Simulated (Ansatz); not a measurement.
**Li⁺ ··· SbH3**

The pair of Li⁺ (SMILES [Li+], atom 1) and SbH3 (SMILES [SbH3], atoms 2–5), both closed shells, in one local arrangement (a lower one may exist), relaxed at PBE0-D4/def2-TZVP:

Li1  (-0.664, -0.027, -1.437)
Sb2  (0.499, 0.019, 1.082)
H3  (1.145, -0.674, -0.372)
H4  (0.035, 1.376, 0.104)
H5  (-1.015, -0.694, 0.623)
(Å)

Program: Ansatz 0.2.0. Basis: def2-TZVPPD, with def2-QZVPPD for the basis limit. Cores are frozen in the correlated methods. Filled d shells of the heavier atoms are correlated. Core potentials replace the inner electrons of the atoms past krypton. The outer core shell of Li, Na, Mg and K is correlated. The def2 sets are not built for correlating such inner shells, so the correlated values are less sure here. B3LYP uses VWN-RPA correlation. Extrapolation: Hartree–Fock as exp(−7.88 √X), correlation as X^−2.97. Interaction energies count from these two fragments, frozen as in the pair, with the counterpoise correction; negative means bound.

Question: What is the interaction energy by CCSD(T) at an estimated basis limit (MP2 extrapolated from triple and quadruple zeta, plus CCSD(T) − MP2 in triple zeta)? (To be estimated.)

Answer: Computed: -21.43 kcal/mol. Hartree–Fock alone gives -20.38 kcal/mol at the basis limit. It counts from the two fragments frozen as in the pair.

The same quantity by other methods in triple zeta, and each one's difference from that estimate:
```csv
method,E_int (kcal/mol),difference
PBE-D4,-23.17,-1.73
revPBE-D4,-22.90,-1.47
BLYP-D4,-23.06,-1.62
r2SCAN-D4,-20.44,0.99
B97M-V,-21.27,0.16
PBE0-D4,-22.74,-1.30
B3LYP-D4,-22.92,-1.49
HSE06-D4,-22.72,-1.29
wB97X-V,-21.75,-0.32
wB97M-V,-22.03,-0.60
B2PLYP,-21.84,-0.41
HF,-19.65,1.78
MP2,-20.48,0.95
CCSD,-19.90,1.53
CCSD(T),-19.87,1.56
```
Differences are method less estimate.

Energy to bend the free fragments (PBE0-D4 minima) into their shapes in the pair, CCSD(T)/def2-TZVPPD: SbH3 1.48 kcal/mol. This must be added to the interaction energy to get the binding energy from relaxed fragments.

Basis-set superposition shift (counterpoise-corrected less uncorrected): CCSD(T) 0.52; MP2 0.51; HF 0.03; PBE0-D4 0.04; wB97M-V 0.06 kcal/mol.

The T1 diagnostic stays at or below 0.015.

For scale, one of the runs: CCSD(T)/def2-TZVPPD, 129 basis functions, launched by `ansatz run in.yaml --threads 2 --pin off --events-out ev --progress --plain --max-ram 5222MiB`. The run took 8.5 s on 2 CPU threads of an Intel Xeon Platinum 8259CL (shared host), with 0.74 GiB of host memory at its peak.
